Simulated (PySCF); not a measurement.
C$_{2}$H$_{10}$N$_{2}$O$_{2}$Si, SMILES `CO[Si](N)(N)OC`, neutral singlet in the gas phase. 

Z-matrix (Å, degrees):
```
Si
O 1 1.6579
C 2 1.4077 1 123.88
H 3 1.1018 2 108.72 1 174.26
H 3 1.1044 4 108.71 2 121.86
H 3 1.1075 4 107.80 5 116.82
O 1 1.6701 2 103.58 3 -38.84
C 7 1.4056 1 122.84 2 -168.03
H 8 1.1020 7 109.07 1 175.21
H 8 1.1072 9 108.15 7 -122.16
H 8 1.1074 9 108.02 10 -116.21
N 1 1.7045 2 104.29 3 -163.10
H 12 1.0118 1 122.93 2 -164.46
H 12 1.0127 13 113.25 1 164.82
N 1 1.7192 2 119.26 3 77.50
H 15 1.0150 1 119.53 2 -80.70
H 15 1.0150 16 111.00 1 -147.09
```
Charge 0, multiplicity 1.

All levels are single points at this geometry (r2SCAN-D4/def2-SVP); Pople sets use spherical d functions. Orbital energies aren't observables, and empty levels follow the basis.

| level | HOMO (eV) | LUMO (eV) | gap (eV) | dipole (D) | vertical IE, Delta-SCF (eV) |
|---|---|---|---|---|---|
| r2SCAN-D4/def2-TZVP in PySCF | -6.20 | 0.66 | 6.86 | 1.33 | – |
| B3LYP/6-311+G** in PySCF | -7.21 | -0.33 | 6.88 | 1.46 | – |
| B3LYP/6-31G* in PySCF | -6.71 | 1.62 | 8.33 | 1.50 | 8.91 |
| M06-2X/6-31G* in PySCF | -8.51 | 2.74 | 11.25 | 1.51 | – |
| PBE/6-31G* in PySCF | -5.45 | 0.98 | 6.43 | 1.49 | – |
| SVWN5/6-31G* in PySCF | -5.57 | 0.78 | 6.35 | 1.55 | – |
